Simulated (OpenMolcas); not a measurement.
## Si2+: effect of the basis set

```yaml
Program: OpenMolcas
Method: RASSCF
Active_space: 2 electrons in 9 orbitals (RAS2 3s 3p; RAS3 3d, at most 2 electrons)
State_averaging: 2S+1 = 3 even, 3 roots; 2S+1 = 1 even, 7 roots; 2S+1 = 3 odd, 3 roots; 2S+1 = 1 odd, 3 roots
Spin-orbit_coupling: state interaction with AMFI integrals over the reference wave functions, term energies averaged over their components
```

A. ANO-RCC-VTZP [5s4p2d1f], DKH2, point nucleus; cost about 12 core-seconds
B. ANO-R2 [5s4p3d1f], X2C, finite nucleus; cost roughly 12 core-seconds
C. ANO-RCC-VQZP [6s5p3d2f1g], DKH2, point nucleus; cost roughly 19 core-seconds
D. ANO-RCC [8s7p5d4f2g], DKH2, point nucleus; cost about 27 core-seconds

Energies in cm⁻¹ above 3s² ¹S₀, the measured ground level; measured values from NIST levels in Kelleher and Podobedova, J. Phys. Chem. Ref. Data 37, 1285 (2008).

```
     Level       A       B       C       D  Measured
   3s² ¹S₀     0.0     0.0     0.0     0.0       0.0
3s 3p ³P°₀   50618   50688   50587   50594     52725
3s 3p ³P°₁   50725   50797   50695   50704     52853
3s 3p ³P°₂   50940   51016   50913   50925     53115
3s 3p ¹P°₁   83647   83703   83597   83566     82884
   3p² ¹D₂  120110  119740  119990  119622    122215
```

Deviations, from unrounded energies. A percentage is the sum of absolute deviations over the sum of measured energies, with the sign that they share, or ± where signs differ.

```csv
Against measurement,Levels,A,B,C,D
mean absolute deviation (cm-1),5,1900,1900,1900,1900
other configurations (%),5,±2.6,±2.6,±2.6,±2.7
```

A, B, C, D lie about equally close to measurement. The largest miss of A in the table is 3s 3p ³P°₂, by -2200 cm-1. The ranking rests on the paired levels alone, and a cruder setting can come out closer through cancelling errors.

Among A to D the level of the table that moves most is 3p² ¹D₂, by 490 cm-1 (lowest in D, highest in A).

Configurations are named by rounded mean occupations; where the s occupation lies near a half they are strongly mixed, a name can repeat and a true partner stay unpaired. Active for correlation alone: 3d; no level in the range computed is led by a configuration that fills it, so any true level of that kind is missing. Some terms mix strongly with configurations of 3d, whose occupation reaches 0.32 (3p² ¹D) (figures for A; the like holds for B, C, D). Computed and measured levels are paired by configuration, term and J; levels that our copy of the source lacks, or whose pairing is in doubt (as where it misses far off the trend of its configuration), stay unpaired and out of the deviations. Levels of configurations outside the active space are missing. The table leaves out levels that lie high or whose names do not pair safely across all columns.

° marks odd parity.
